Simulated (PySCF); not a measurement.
**Polarisability and C₆ of B (boron, neutral)**

[He] 2s2 2p1, 2P determinant. Computed with PySCF 2.14 in x2c-QZVPPall with one added diffuse shell each of s, p, d, f type (8s5p4d3f1g, 73 functions), with the spin-free X2C one-electron Hamiltonian (Gaussian nucleus). Coupled (time-dependent) response in atomic units; α is the mean over directions.

```tsv
method	mean α (bohr³)	α xx, yy, zz	C₆ (like pair)	S(−4)
UHF	22.17	20.46, 25.60, 20.46	106.0	424.1
PBE	23.71	20.74, 29.65, 20.74	116.5	401.0
PBE0	22.57	20.14, 27.45, 20.14	109.9	341.2
BP86	23.71	20.77, 29.58, 20.77	117.0	392.5
TPSS	22.68	20.22, 27.59, 20.22	112.3	343.5
```

S(−4) is the Cauchy moment in α(ω) = α(0) + S(−4) ω² + …

Reference α: 20.5 ± 0.1 bohr³ (recommended; Schwerdtfeger and Nagle, table of static dipole polarizabilities (2023 update)). Published C₆: 99.50 (Chu and Dalgarno (2004); Tang, Norbeck and Certain (1976)).

α(iu) at PBE0:

| u (hartree) | α(iu) (bohr³) |
| --- | --- |
| 0 | 22.57 |
| 0.0500 | 21.76 |
| 0.100 | 19.75 |
| 0.200 | 14.81 |
| 0.300 | 10.76 |
| 0.500 | 6.004 |
| 0.750 | 3.359 |
| 1.00 | 2.128 |
| 1.50 | 1.074 |
| 2.00 | 0.6491 |
| 3.00 | 0.3147 |
| 5.00 | 0.1253 |

The components differ because the open shell of this determinant is not spherical; for a pure term their mean is the scalar polarisability.
